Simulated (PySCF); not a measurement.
Computed IR spectrum (relative IR intensity) of a molecule C3H6BFO. Coordinates come from a PBE-D3(BJ)/def2-SVP optimisation. The values are those of a single conformer. These are PBE-D3(BJ)/def2-SVP run with PySCF values and carry that method's errors. Harmonic, unscaled wavenumbers; measured fundamentals usually lie a few per cent lower.

| ν (cm⁻¹) | relative intensity |
|---|---|
| 49 | 7.0 |
| 151 | 4.9 |
| 157 | 2.6 |
| 577 | 7.3 |
| 783 | 2.6 |
| 810 | 4.9 |
| 931 | 9.9 |
| 937 | 50 |
| 948 | 19 |
| 1036 | 8.5 |
| 1061 | 100 |
| 1151 | 67 |
| 1223 | 82 |
| 1299 | 29 |
| 1352 | 26 |
| 1378 | 61 |
| 1397 | 48 |
| 1450 | 20 |
| 2924 | 22 |
| 2965 | 21 |
| 2982 | 58 |
| 3025 | 2.2 |
| 3046 | 20 |
| 3086 | 4.1 |

Question: Which structure fits?
A) C[C@H]1OCB1F
B) C=CB(F)CO
C) OB(F)C1CC1
D) FCB1CCO1

Answer: D, FCB1CCO1
